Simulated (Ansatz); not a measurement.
The same path of C3H8OSi (13 atoms, charge 0, multiplicity 1) was run twice with different band settings. Lost on the way: C4–H10. Made: O3–H10.

Theory: RKS LDA/def2-SVP (Ansatz 0.2.0).

Relaxed end points:

```xyz
13
Properties=species:S:1:pos:R:3
C -1.512 0.764 0.215
C -0.466 -0.227 0.652
O -0.322 -1.299 -0.293
C 0.859 -0.970 -1.017
Si 1.359 0.255 0.350
H -1.643 1.569 0.970
H -1.245 1.246 -0.752
H -2.491 0.254 0.077
H -0.721 -0.649 1.653
H 0.643 -0.509 -2.015
H 1.495 -1.867 -1.190
H 2.352 -0.287 1.347
H 1.711 1.686 0.017
```

```xyz
13
Properties=species:S:1:pos:R:3
C -1.405 0.764 0.100
C -0.367 -0.223 0.528
O -0.180 -1.244 -0.546
C 1.215 -0.747 -1.114
Si 1.506 0.243 0.395
H -1.508 1.559 0.869
H -1.092 1.264 -0.844
H -2.415 0.307 -0.031
H -0.668 -0.796 1.431
H -0.826 -1.057 -1.263
H 1.751 -1.665 -1.429
H 2.201 -0.156 1.694
H 1.810 1.716 0.224
```

Common settings: movable images 5; climbing image yes; spring 5.0 eV/Å²; optimiser quadratic models (default); force threshold 0.05 eV/Å; iteration limit 60; end points relaxed.

| run | start path |
| --- | --- |
| 1 | through a guess of the saddle point |
| 2 | straight line |

Task: What does each run give, and how far can it be trusted?

Result: Run 1: converged after 10 iterations, highest image 3.170 eV above the first end. Neighbouring images differ by up to 1.5 eV, so the band resolves the path poorly. A vibrational analysis at the climbing image gives one clearly imaginary mode, 772i cm⁻¹: a first-order saddle point.
Run 2: converged after 15 iterations, highest image 3.169 eV above the first end. Neighbouring images differ by up to 1.8 eV, so the band resolves the path poorly. Another band between the same ends (5 images) ends at a top of the same energy, where a vibrational analysis finds 1 clearly imaginary mode.
The orbitals stay closed-shell, which can raise the energy where a bond breaks towards radicals; this wasn't checked here.
